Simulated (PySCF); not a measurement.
# Do core-level shifts follow atomic charges?

Compound: C7H7NS.
Structure used (PBE0-D3(BJ)/def2-SVP), in Å, numbered top down from 1:
```
atom  x, y, z in Å
C1    -2.455   -0.283    0.036
C2    -1.393    0.675    0.487
S3    -1.807    2.128    1.116
C4     0.016    0.255    0.329
C5     1.079    1.079    0.733
C6     2.383    0.642    0.565
C7     2.596   -0.615   -0.007
N8     1.607   -1.413   -0.399
C9     0.360   -0.988   -0.234
H10   -2.355   -1.254    0.547
H11   -2.367   -0.479   -1.045
H12   -3.449    0.131    0.241
H13    0.844    2.051    1.174
H14    3.229    1.261    0.871
H15    3.615   -0.991   -0.154
H16   -0.420   -1.677   -0.572
```

Binding energies: delta-SCF UKS SCAN, pcX-2 on the ionised atom, pcseg-1 elsewhere, spin-free X2C in PySCF. Charges: PBE0/pcSseg-1 ground-state density, for the ionised atom.

```csv
atom,environment,C 1s (eV),Mulliken (e),IAO (e),Hirshfeld (e),ESP (e)
C6,aromatic CH carbon,290.81,-0.163,-0.178,-0.047,-0.593
C5,aromatic CH carbon,290.87,+0.079,-0.093,-0.022,+0.322
C4,substituted aromatic carbon,291.03,-0.243,-0.054,-0.019,-0.379
C1,methyl carbon,291.10,-0.174,-0.429,-0.118,-0.257
C7,aromatic CH next to a ring nitrogen,291.40,+0.156,+0.008,+0.031,+0.496
C9,aromatic CH next to a ring nitrogen,291.41,+0.245,+0.001,+0.026,+0.540
```

**Question.** Give the correlation coefficient and slope of binding energy on charge for each scheme.

**Answer.** ESP: r = 0.71, slope 0.4 eV per e; Mulliken: r = 0.66, slope 0.8 eV per e; Hirshfeld: r = 0.55, slope 2.6 eV per e; IAO: r = 0.40, slope 0.6 eV per e. ESP charges have the highest r, on only 6 points.

**Question.** The point-charge model writes a binding energy as kq + V + constant, with V the potential of the other atoms' charges at the site. What does it give with the Mulliken charges?

**Answer.** V = Σ 14.40 eV Å × q/r over all other atoms: +2.44 eV at C6, -1.98 eV at C5, +0.73 eV at C4, +2.68 eV at C1, -2.77 eV at C7, -4.52 eV at C9. Fitting binding energy − V to q gives k = 14.4 eV per e and leaves an rms residual of 1.02 eV, against 0.18 eV for the fit on q alone. The model has no term for differences in relaxation between sites.

The unrestricted hole states depart most from a pure doublet (⟨S²⟩ = 0.75; over 0.85 named) for C 1s of C5 (0.88), C 1s of C7 (0.88) and C 1s of C9 (0.86), which makes these values less certain. One conformer (not necessarily the lowest) at the PBE0-D3(BJ)/def2-SVP geometry, without solvent, vibrations or thermal averaging.
